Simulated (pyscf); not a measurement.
# Hydrogen abstraction: :N–F (SMILES [N]F) [triplet] + F–SiH₂–F (SMILES F[SiH2]F) -> •HN–F (SMILES [NH]F) + F–SiH•–F (SMILES F[SiH]F)

Gas phase, triplet surface, charge 0. Bonds broken: Si4–H6. Bonds formed: N1–H6. Structures and frequencies: ωB97X-D3(BJ)/def2-SVP in PySCF.

Transition state (Å):

```xyz
7

N      1.5609     0.2139     1.0190
F      1.7014     1.1890     0.1237
F     -2.1671     0.3854     0.1555
Si    -1.0690    -0.7604    -0.1617
F     -0.8052    -0.7540    -1.7584
H      0.5171    -0.2776     0.6593
H     -1.6516    -2.0801     0.2119
```

One imaginary mode, 1460i cm⁻¹; descent along it reached the two sides named.

```json
[
 {"bond": "Si4–H6", "change": "breaks", "reactant side (Å)": "1.478", "saddle": "1.850", "product side": "3.0"},
 {"bond": "N1–H6", "change": "forms", "reactant side (Å)": "3.2", "saddle": "1.208", "product side": "1.042"}
]
```

Electronic energies relative to the separated reactants (kcal/mol):

```tsv
level	barrier	reaction energy
ωB97X-D3(BJ)/def2-TZVP	25.6	+22.5
PBE/def2-TZVP	14.0	+14.5
r²SCAN/def2-TZVP	19.6	+19.0
B3LYP-D3(BJ)/def2-TZVP	21.3	+19.3
PBE0-D3(BJ)/def2-TZVP	20.5	+18.4
M06-2X/def2-TZVP	26.3	+21.1
ωB97M-D3(BJ)/def2-TZVP	25.9	+21.7
HF/def2-TZVP	48.5	+33.3
```

With ωB97M-D3(BJ)/def2-TZVP energies and thermal terms (ideal gas, 1 atm, RRHO with modes under 100 cm⁻¹ raised to 100, one conformer, R ln 2 for chiral ones without a mode under 150 cm⁻¹), in kcal/mol:

| T (K) | ΔH‡ | ΔG‡ | ΔH | ΔG |
|---|---|---|---|---|
| 298 | 24.0 | 32.6 | +22.4 | +20.4 |
| 600 | 24.6 | 41.0 | +22.3 | +18.5 |
| 900 | 25.3 | 49.1 | +21.9 | +16.6 |
| 1200 | 25.9 | 57.0 | +21.5 | +14.9 |

At PBE this geometry lies under the product side: in single points on another level's saddle the reverse barrier vanishes, and the forward threshold there is about the reaction energy. •HN–F + F–SiH•–F also meet on a surface of lower spin, which isn't treated here. This is the saddle that the search found; another between the same sides may lie lower. The angle at the transferred H is 168°.
